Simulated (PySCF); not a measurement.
C7H9BO3.
SMILES with atom numbers: `[BH:1]1[O:2][CH2:3][CH2:4][C@@H:5]([c:6]2[cH:7][cH:8][cH:9][o:10]2)[O:11]1`

Structure used (PBE0-D3(BJ)/def2-SVP), in Å, numbered top down from 1:
```xyz
20
C7H9BO3 angstrom
B     -2.1502    1.5273   -0.4593
O     -3.0000    0.4833   -0.6233
C     -2.5816   -0.8337   -0.3286
C     -1.0784   -0.9762   -0.4503
C     -0.3971    0.1091    0.3762
C      1.0842    0.1201    0.2117
C      1.9650    1.0726   -0.2042
C      3.2590    0.4610   -0.1398
C      3.0546   -0.8083    0.3076
O      1.7359   -1.0214    0.5226
O     -0.8828    1.3867    0.0217
H     -2.5287    2.6334   -0.7498
H     -3.0999   -1.5140   -1.0217
H     -2.9137   -1.0932    0.6925
H     -0.7698   -0.8637   -1.5031
H     -0.7468   -1.9691   -0.1121
H     -0.6288   -0.0676    1.4458
H      1.7087    2.0833   -0.5091
H      4.2163    0.9108   -0.3939
H      3.7151   -1.6452    0.5170
```

NICS is the negative of the GIAO shielding at a point without a nucleus: at the ring centre (0) and 1 Å above and below it (1); zz is the component along the ring normal. Level: GIAO PBE/pcSseg-2 (PySCF, non-relativistic, gas phase) on the PBE0-D3(BJ)/def2-SVP geometry, one conformer.

Ring bond lengths (Å): B1–O2 1.356, O2–C3 1.413, C3–C4 1.515, C4–C5 1.525, C5–O11 1.412, O11–B1 1.363; C6–C7 1.362, C7–C8 1.433, C8–C9 1.361, C9–O10 1.353, O10–C6 1.351.

Q: Give the NICS values of each ring in ppm.

A: 
| ring | type | NICS(0) | NICS(1), two faces | NICS(1)zz, two faces | rms pucker (Å) | centre to ring atoms, mean (Å) |
| --- | --- | --- | --- | --- | --- | --- |
| B1–O2–C3–C4–C5–O11 | 6-membered ring with B and 2 O; formal bonds all single | -0.6 | -2.1 / 0.3 | 1.8 / 2.6 | 0.19 | 1.40 |
| C6–C7–C8–C9–O10 | 5-membered ring with O; formal bonds all aromatic | -10.8 | -8.8 / -8.7 | -25.5 / -25.9 | 0.00 | 1.17 |

Q: What do they say, and how far can they be read as aromaticity?

A: 
- B1–O2–C3–C4–C5–O11: mean NICS(1)zz 2.2 ppm, near zero. C3, C4, C5 have four or more neighbours, and the NICS criterion for π rings isn't applied.
- C6–C7–C8–C9–O10: mean NICS(1)zz -25.7 ppm, shielded, aromatic by this magnetic criterion (flat ring, no four-coordinate atom).

Q: And the bond-length index? HOMA = 1 − mean of α(R − Ropt)² over the ring bonds, with Krygowski's 1993 parameters (CC: Ropt 1.388 Å, α 257.7 Å⁻²; CO: Ropt 1.265 Å, α 157.38 Å⁻²).

A: 
- C6–C7–C8–C9–O10: HOMA 0.35; the largest term is that of C9–O10, α(R − Ropt)² = 1.22.

Q: What is the mean of the two in-plane components of NICS at the first NICS(1) probe listed for ring C6–C7–C8–C9–O10, 1 Å off the ring?

A: The isotropic value is a third of the trace: (3 × -8.8 − (-25.5))/2 = -0.5 ppm.

Q: List the ring angles.

A: 
- B1–O2–C3–C4–C5–O11: B1 123.1°, O2 120.5°, C3 111.4°, C4 109.4°, C5 110.7°, O11 120.1°; sum 695.2° against 720° for a flat convex ring.
- C6–C7–C8–C9–O10: C6 110.4°, C7 105.8°, C8 106.1°, C9 110.2°, O10 107.5°; sum 540.0° against 540° for a flat convex ring.

Q: What are the shieldings of the ring atoms and their hydrogens in the same run (means over atoms taken as equivalent)?

A: 
```json
{"atoms": "B1", "environment": "three-coordinate boron", "σ isotropic (ppm)": "70.6", "principal values of the symmetric part, first atom (ppm)": "54.7, 69.3, 87.7"}
{"atoms": "O2", "environment": "boron-bound oxygen", "σ isotropic (ppm)": "184.4", "principal values of the symmetric part, first atom (ppm)": "54.4, 169.4, 329.5"}
{"atoms": "C3", "environment": "sp3 carbon bound to oxygen", "σ isotropic (ppm)": "112.5", "principal values of the symmetric part, first atom (ppm)": "92.6, 95.4, 149.4"}
{"atoms": "C4", "environment": "ring CH2 carbon", "σ isotropic (ppm)": "140.8", "principal values of the symmetric part, first atom (ppm)": "128.9, 143.8, 149.8"}
{"atoms": "C5", "environment": "sp3 carbon bound to oxygen", "σ isotropic (ppm)": "103.6", "principal values of the symmetric part, first atom (ppm)": "90.6, 95.0, 125.3"}
{"atoms": "C6", "environment": "substituted aromatic carbon", "σ isotropic (ppm)": "15.7", "principal values of the symmetric part, first atom (ppm)": "-54.4, 18.5, 83.1"}
{"atoms": "C7", "environment": "aromatic CH carbon", "σ isotropic (ppm)": "68.0", "principal values of the symmetric part, first atom (ppm)": "-11.6, 56.6, 158.9"}
{"atoms": "C8", "environment": "aromatic CH carbon", "σ isotropic (ppm)": "61.9", "principal values of the symmetric part, first atom (ppm)": "-24.8, 57.9, 152.5"}
{"atoms": "C9", "environment": "aromatic CH next to a ring oxygen", "σ isotropic (ppm)": "33.0", "principal values of the symmetric part, first atom (ppm)": "-43.6, 46.8, 95.7"}
{"atoms": "O10", "environment": "furan-type oxygen", "σ isotropic (ppm)": "27.0", "principal values of the symmetric part, first atom (ppm)": "-109.2, -44.2, 234.4"}
{"atoms": "O11", "environment": "boron-bound oxygen", "σ isotropic (ppm)": "175.3", "principal values of the symmetric part, first atom (ppm)": "52.4, 165.7, 307.8"}
{"atoms": "H12", "environment": "B–H hydrogen", "σ isotropic (ppm)": "26.76", "principal values of the symmetric part, first atom (ppm)": "23.3, 26.5, 30.5"}
{"atoms": "H13", "environment": "methylene hydrogen", "σ isotropic (ppm)": "27.02", "principal values of the symmetric part, first atom (ppm)": "22.5, 26.8, 31.8"}
{"atoms": "H14", "environment": "methylene hydrogen", "σ isotropic (ppm)": "26.93", "principal values of the symmetric part, first atom (ppm)": "22.6, 26.3, 31.9"}
```

The list is cut; further classes of hydrogen are left out.

Q: How do the values depend on the level or the medium?

A: 
| level | NICS(0), B1–O2–C3–C4–C5–O11 | mean NICS(1)zz, B1–O2–C3–C4–C5–O11 | NICS(0), C6–C7–C8–C9–O10 | mean NICS(1)zz, C6–C7–C8–C9–O10 |
| --- | --- | --- | --- | --- |
| PBE/pcSseg-2, gas | -0.6 | 2.2 | -10.8 | -25.7 |
| PBE0/pcSseg-1, gas | -1.4 | 1.8 | -11.7 | -25.4 |
| PBE0/pcSseg-1, IEF-PCM chloroform | -1.4 | 1.8 | -11.6 | -25.4 |

The geometry is the same throughout; the continuum's cavity takes Bondi-type radii × 1.2.

Run on an Arm Neoverse V2 with one thread, shared host. This is the whole shielding run at PBE/pcSseg-2, SCF included.
